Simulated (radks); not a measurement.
Results of a calculation; reference values are marked as such.
Species: Sn+. Configuration: [Kr] 4d10 5s2 5p1. Code: a radial shooting solver on a logarithmic mesh with Libxc functionals. Model: Dirac Kohn-Sham, Slater X-alpha with alpha = 0.667, spin-unpolarised, spherical densities, finite nucleus; open shells fill j = l - 1/2 first; Fermi nuclear charge, rms radius 4.6519 fm.

Unscreened Slater integrals over Kohn-Sham orbitals (eV). Large and small components are both included. Empty in this configuration: 5p3/2.

F0(5p1/2,5p1/2): 8.5840
F0(5p1/2,5s1/2): 9.4079
G1(5p1/2,5s1/2): 6.1420
F0(5p1/2,4d5/2): 10.863
G3(5p1/2,4d5/2): 0.91143
F0(5p1/2,4d3/2): 10.877
G1(5p1/2,4d3/2): 1.0347
F0(5p1/2,5p3/2): 8.4139
G2(5p1/2,5p3/2): 4.4518
F0(5s1/2,5s1/2): 10.581
F0(5s1/2,4d5/2): 13.000
G2(5s1/2,4d5/2): 1.8295
F0(5s1/2,4d3/2): 13.025
G2(5s1/2,4d3/2): 1.7642
F0(5s1/2,5p3/2): 9.1738
G1(5s1/2,5p3/2): 5.7918
F0(4d5/2,4d5/2): 22.283
F2(4d5/2,4d5/2): 11.106
F4(4d5/2,4d5/2): 7.2872
F0(4d5/2,4d3/2): 22.432
F2(4d5/2,4d3/2): 11.180
G2(4d5/2,4d3/2): 11.172
G4(4d5/2,4d3/2): 7.3326
F0(4d5/2,5p3/2): 10.481
F2(4d5/2,5p3/2): 2.6465
G1(4d5/2,5p3/2): 0.92528
G3(4d5/2,5p3/2): 0.79862
F0(4d3/2,4d3/2): 22.584
F2(4d3/2,4d3/2): 11.259
F0(4d3/2,5p3/2): 10.494
F2(4d3/2,5p3/2): 2.6085
G1(4d3/2,5p3/2): 0.88530
G3(4d3/2,5p3/2): 0.77165
F0(5p3/2,5p3/2): 8.2557
F2(5p3/2,5p3/2): 4.3841
